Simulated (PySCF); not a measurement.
# Hartree-Fock beside MP2: AlB2H3N cation

These are calculations, not measurements. The program is PySCF 2.14.0, an open-source quantum chemistry code, run on an isolated molecule that a program drew, which may never have been made. The molecule is AlB2H3N cation (charge +1, singlet), drawn as the SMILES string `B[B+][N]=[AlH]`.

The geometry was optimised and harmonic frequencies were computed with HF and MP2, all in the cc-pV(D+d)Z basis, for the commonest isotopes, with a restricted reference for singlets and an unrestricted one otherwise, and a frozen core in MP2. Each result is a local minimum of its method.

Geometry at the HF minimum:
```xyz
7
AlB2H3N cation, angstrom
B     1.5571    2.1503   -1.9201
B     0.9242    1.0077   -0.8133
N     0.4523    0.1557    0.0116
Al   -0.1667   -0.9626    1.0972
H     1.7508    3.2651   -1.5515
H     1.7903    1.8061   -3.0351
H    -0.7338   -1.9871    2.0919
```

Lengths of the bonds as drawn, in Å (atoms numbered as above):
```
bond,HF,MP2
B1-B2,1.712,1.708
B2-N3,1.276,1.297
N3-Al4,1.677,1.705
B1-H5,1.190,1.198
B1-H6,1.190,1.198
Al4-H7,1.537,1.541
```

Rotational constants, in GHz:
| constant | HF | MP2 |
|---|---|---|
| A | 231.5 | 228.8 |
| B | 2.22 | 2.174 |
| C | 2.199 | 2.153 |

Harmonic frequencies in cm^-1, each column in rising order, so a row needn't be the same motion in every method:
```
rank,HF,MP2
1,97,77
2,105,88
3,326,287
4,351,304
5,461,428
6,463,430
7,574,551
8,823,780
9,990,943
10,996,962
11,1258,?
12,1966,1870
13,2185,2134
14,2745,2685
15,2851,2796
```

**Estimate the missing MP2 frequency from the HF column.**

A single factor s that minimises the squared misfit of MP2 against s times HF over the other rows is sum(HF x MP2) / sum(HF^2) = 0.9709, with an rms misfit of 22 cm^-1. For rank 11 it gives 0.9709 x 1258 = 1221 cm^-1. The calculation gives 1200 cm^-1, 21 cm^-1 below the estimate. The drawn bonds are on average 0.8 % longer in MP2 than in HF.
